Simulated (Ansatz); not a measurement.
The same molecule with X = B, Al, Ga, In. Ansatz, PBE0-D4/def2-TZVP geometries, multiplicity 1.

Elements past krypton have def2 core potentials. Scalar relativity is left out up to krypton.

```
 X       molecule  mean X–H bond length / Å  mean X–N bond length / Å  LUMO energy (B3LYP/def2-TZVPP) / eV  LUMO energy (PBE0/def2-TZVPP) / eV  HOMO energy (B3LYP/def2-TZVPP) / eV
 B          `BNC`                     1.198                     1.383                                 0.00                                0.25                                -7.66
Ga  `C[NH][GaH2]`                     1.562                     1.815                                -1.01                               -0.75                                -6.54
In  `C[NH][InH2]`                     1.712                     2.011                                -1.38                               -1.11                                -6.13
```

(1) Give the row for X = Al, `C[NH][AlH2]`. (Estimate.)

Answers

(1) Ansatz gave: 
| X | molecule | mean X–H bond length / Å | mean X–N bond length / Å | LUMO energy (B3LYP/def2-TZVPP) / eV | LUMO energy (PBE0/def2-TZVPP) / eV | HOMO energy (B3LYP/def2-TZVPP) / eV |
| --- | --- | --- | --- | --- | --- | --- |
| Al | `C[NH][AlH2]` | 1.584 | 1.767 | -0.88 | -0.67 | -6.67 |

From B to In the mean X–H bond length isn't monotonic: highest at In, lowest at B; the mean X–N bond length rises at each step, by 0.628 Å in all; the LUMO energy (B3LYP/def2-TZVPP) falls at each step, by 1.38 eV in all; the LUMO energy (PBE0/def2-TZVPP) falls at each step, by 1.36 eV in all; the HOMO energy (B3LYP/def2-TZVPP) rises at each step, by 1.53 eV in all. Bonds lengthen as the atom grows down the group.

B3LYP here is the variant with VWN-RPA as its local correlation; programs differ in this.
